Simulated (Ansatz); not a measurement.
BH₂F₃, closed shell: at the start structure of a reaction step.

in.yaml

```yaml
crystal:
  periodic: [false, false, false]
  atoms:
    - {symbol: B, position_ang: [-0.445688, -0.100956, -0.743211]}
    - {symbol: H, position_ang: [0.135255, 0.651285, -1.458231]}
    - {symbol: F, position_ang: [-0.323805, -1.402027, -0.871418]}
    - {symbol: F, position_ang: [-1.314976, 0.346958, 0.147698]}
    - {symbol: H, position_ang: [0.680687, 0.365338, 1.799999]}
    - {symbol: F, position_ang: [1.268627, 0.139402, 1.125262]}
basis:
  gaussian: {orbitals: def2-TZVPP}
hamiltonian: {xc: {name: r2SCAN0}, dispersion: d4}
```

Command:

```bash
ansatz run in.yaml --threads 2 --pin off --events-out ev --progress --plain --max-ram 4352MiB
```

The run's output (Ansatz 0.2.0):

```
Functional definition: r2SCAN0
  name "r2SCAN0"
  cite "Bursch, Neugebauer, Ehlert & Grimme, J. Chem. Phys. 156, 134105 (2022) doi:10.1063/5.0086040"
  cite "Furness, Kaplan, Ning, Perdew & Sun, J. Phys. Chem. Lett. 11, 8208 (2020) doi:10.1021/acs.jpclett.0c02405"
  cite "Furness, Kaplan, Ning, Perdew & Sun, J. Phys. Chem. Lett. 11, 9248 (2020) doi:10.1021/acs.jpclett.0c03077"
  parent r2scan
  parameter a = 0.25
  parameter k0 = 0.174
  parameter k1 = 0.065
  parameter a1 = 4.9479
  exchange = (1 - a)*r2scan_x(k0 = k0, k1 = k1, a1 = a1) + a*exact_x
  correlation = r2scan_c
755 factors; their error is unknown
mean field evaluation 1: about -8859.0483 eV, gradient 4.5e1 eV
mean field evaluation 2: about -8857.6559 eV, gradient 5.7e1 eV
mean field evaluation 4: about -8861.6813 eV, gradient 7.3e-1 eV
mean field evaluation 8: about -8861.7200 eV, gradient 2.3e-2 eV
mean field -8861.71995655 eV, -325.6622017136 hartree, gradient 3.5e-5 eV, S^2 0.000000; 0 other end points of the search recorded, 0 dependent functions left out
reference -8861.71996410 eV, -325.6622019912 hartree; 17, 17 occupied and 135, 135 virtual orbitals, 755 factors
Total energy: -8861.73537331 eV, -325.6627682692 hartree
```

The lines “mean field evaluation” count trial sets of orbitals through the whole run, from several starts and some on an approximate energy, so they need not fall steadily or lie above the final value.

The run took about 2.6 s on 2 CPU threads of an Arm Neoverse V1 (shared host).
